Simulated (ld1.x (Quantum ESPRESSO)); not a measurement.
# Before and after: TM potential for ytterbium (Yb)

```
Element                 : Yb
Generator               : ld1.x (Quantum ESPRESSO) 7.5
Type                    : norm-conserving Troullier–Martins (Kleinman–Bylander form)
Functional              : Wu–Cohen
Relativity              : scalar-relativistic
Frozen core             : [Kr] 4d10 4f13
Valence charge          : 11
Reference configuration : 5s2 5p6 5d1 6s2 6p0
Partial waves           : 5p (bound): rc 1.55 bohr; 5d (bound): rc 2.15 bohr; 5s (bound): rc 1.40 bohr
Local potential         : the s channel
Core correction         : none
```

Occupied shells without a wave of their own: 6s. They enter only through the test configuration that unscreens the potential.

Change: wave 5p (bound): rc 1.55 bohr becomes 5p (bound): rc 1.00 bohr.

Cutoffs: the cutoffs (Ry, on a coarse ladder) from which the occupation-weighted sum of valence levels, in a spherical-Bessel basis at the reference potential, stays within 10 and 1 mRy of its value at 400 Ry; they do not see the model core or the augmentation charge, which bear on the density cutoff. Errors are all-electron minus pseudo energies relative to the spin-unpolarised reference configuration.

Problem. How do hardness, ghosts and transferability respond?

Solution. A bound ghost appears in p, which as a rule spoils a file; the errors of the 7 common tests hardly move.

```tsv
quantity	base	changed
cutoff, loose	80 Ry	200 Ry
cutoff, tight	140 Ry	over 300 Ry
loose cutoff by channel (10 mRy a level)	p 40 Ry, d 18 Ry, s 70 Ry	p 110 Ry, d 18 Ry, s 70 Ry
bound ghosts	none	p
largest miss of a reference level, eV	0.11	0.11
error for 5s2 5p6 5d1 6s1 6p0, meV [ΔE 7.28 eV]	-144	-144
error for 5s2 5p6 5d1 6s0 6p0, meV [ΔE 20.27 eV]	-353	-353
error for 5s2 5p6 5d0 6s0 6p0, meV [ΔE 40.19 eV]	-566	-566
error for 5s2 5p6 5d1 6s1 6p1, meV [ΔE 3.39 eV]	-108	-109
error for 5s2 5p6 5d0 6s2 6p1, meV [ΔE 1.13 eV]	+10	+8.6
error for 5s1 5p6 5d1 6s2 6p0, meV [ΔE 65.32 eV]	-378	-374
error for 5s2 5p5 5d1 6s2 6p0, meV [ΔE 36.38 eV]	-204	-202
s: phases at 2.36 bohr within 0.05 rad from the reference energy up to (Ry; the scan ends near 5)	-0.1	-0.1
p: phases at 2.36 bohr within 0.05 rad from the reference energy up to (Ry; the scan ends near 5)	1.7	1.8
d: phases at 2.36 bohr within 0.05 rad from the reference energy up to (Ry; the scan ends near 5)	4.4	4.4
```

Base: The 6s level has no wave, so the channel is fitted at the deeper level alone: the likely source of the large errors. Changed file: The 6s level has no wave, so the channel is fitted at the deeper level alone: the likely source of the large errors. A true bound ghost makes a file unfit for plane-wave use even where its test errors are small: the radial tests pick states by their node count and pass the ghost by.
